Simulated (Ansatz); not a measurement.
Relaxation of AlClFH3O2 (8 atoms, charge 0, multiplicity 1), to a largest force component of 0.03 eV/Å in at most 50 steps.

The calculation used RKS PBE0/6-31G* in Ansatz.

```xyz
8
Properties=species:S:1:pos:R:3
Al -0.130 -0.317 -0.100
Cl -0.110 -0.739 2.054
O 1.306 -0.452 -0.991
H 2.117 -0.734 -0.556
F -1.579 -0.184 -0.854
O 0.050 2.353 1.155
H 0.963 2.670 1.173
H -0.045 1.834 1.987
```

Problem. Where does it end, and by what steps?

Solution. The forces met the threshold. After 22 steps the energy has fallen by 1.018 eV; O3 moved furthest, 0.91 Å. Joined: Al1–O6 (2.96 → 1.96 Å).

```json
{"step": "0", "energy less start (eV)": "0.0000", "largest force component (eV/Å)": "1.298", "accepted": "yes"}
{"step": "1", "energy less start (eV)": "-0.2057", "largest force component (eV/Å)": "1.293", "accepted": "yes"}
{"step": "2", "energy less start (eV)": "-0.5187", "largest force component (eV/Å)": "1.671", "accepted": "yes"}
{"step": "3", "energy less start (eV)": "-0.7975", "largest force component (eV/Å)": "1.100", "accepted": "yes"}
{"step": "4", "energy less start (eV)": "-0.8756", "largest force component (eV/Å)": "0.625", "accepted": "yes"}
{"step": "5", "energy less start (eV)": "-0.9185", "largest force component (eV/Å)": "0.439", "accepted": "yes"}
{"step": "6", "energy less start (eV)": "-0.9446", "largest force component (eV/Å)": "0.392", "accepted": "yes"}
{"step": "7", "energy less start (eV)": "-0.9643", "largest force component (eV/Å)": "0.187", "accepted": "yes"}
{"step": "8", "energy less start (eV)": "-0.9723", "largest force component (eV/Å)": "0.393", "accepted": "yes"}
{"step": "9", "energy less start (eV)": "-0.9785", "largest force component (eV/Å)": "0.533", "accepted": "yes"}
{"step": "10", "energy less start (eV)": "-0.9884", "largest force component (eV/Å)": "0.227", "accepted": "yes"}
{"step": "11", "energy less start (eV)": "-0.9927", "largest force component (eV/Å)": "0.087", "accepted": "yes"}
{"step": "12", "energy less start (eV)": "-0.9995", "largest force component (eV/Å)": "0.307", "accepted": "yes"}
{"step": "13", "energy less start (eV)": "-1.0015", "largest force component (eV/Å)": "0.513", "accepted": "yes"}
{"step": "14", "energy less start (eV)": "-1.0060", "largest force component (eV/Å)": "0.271", "accepted": "yes"}
{"step": "15", "energy less start (eV)": "-1.0103", "largest force component (eV/Å)": "0.174", "accepted": "yes"}
{"step": "16", "energy less start (eV)": "-1.0102", "largest force component (eV/Å)": "0.579", "accepted": "no"}
{"step": "17", "energy less start (eV)": "-1.0119", "largest force component (eV/Å)": "0.090", "accepted": "yes"}
{"step": "18", "energy less start (eV)": "-1.0154", "largest force component (eV/Å)": "0.155", "accepted": "yes"}
{"step": "19", "energy less start (eV)": "-1.0167", "largest force component (eV/Å)": "0.062", "accepted": "yes"}
{"step": "20", "energy less start (eV)": "-1.0169", "largest force component (eV/Å)": "0.063", "accepted": "yes"}
{"step": "21", "energy less start (eV)": "-1.0172", "largest force component (eV/Å)": "0.168", "accepted": "yes"}
{"step": "22", "energy less start (eV)": "-1.0179", "largest force component (eV/Å)": "0.020", "accepted": "yes"}
```

```xyz
8
Properties=species:S:1:pos:R:3
Al -0.096 0.001 0.296
Cl -0.384 -0.942 2.184
O 1.501 0.144 -0.336
H 1.885 -0.493 -0.943
F -1.381 -0.105 -0.741
O 0.055 1.853 0.910
H 0.963 2.062 0.620
H 0.029 1.910 1.879
```

Whether the end is a true minimum wasn't checked by a vibrational analysis.

The run took 2.9 min on 2 threads of AMD EPYC 7571, with other jobs on the host, peak memory 0.21 GiB.
